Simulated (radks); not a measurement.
Task: Neutral chromium, [Ar] 3d5 4s1. Method: non-relativistic Kohn-Sham, r2SCAN, spin-polarised, spherical densities, point nucleus; meta-GGA in the generalised Kohn-Sham scheme; computed with a radial shooting solver on a logarithmic mesh with Libxc functionals. Every spin shell is full or empty, so the densities are truly spherical. Functionals are evaluated on that one density, not self-consistently. Rank these orbital-free kinetic functionals by their error against the exact value of the orbitals, and give that value: Thomas-Fermi, von Weizsacker, TF + vW, TF + vW/9, TF + vW/5, LC94, APBEK, revAPBEK, Perdew 92, Thakkar, Pearson, LKT, PG1, DePristo-Kress, Ernzerhof.

Result: Exact: 1043.58 hartree. From best to worst, with 100 (|E| - |E exact|)/|E exact| (equal figures are ties): LC94 +0.01, DePristo-Kress -0.06, APBEK +0.11, Ernzerhof -0.28, Thakkar -0.35, revAPBEK +0.39, Perdew 92 -0.73, TF + vW/9 -0.74, Pearson -1.34, TF + vW/5 +4.01, Thomas-Fermi -6.68, PG1 +20.69, LKT +25.91, von Weizsacker -46.55, TF + vW +46.77.
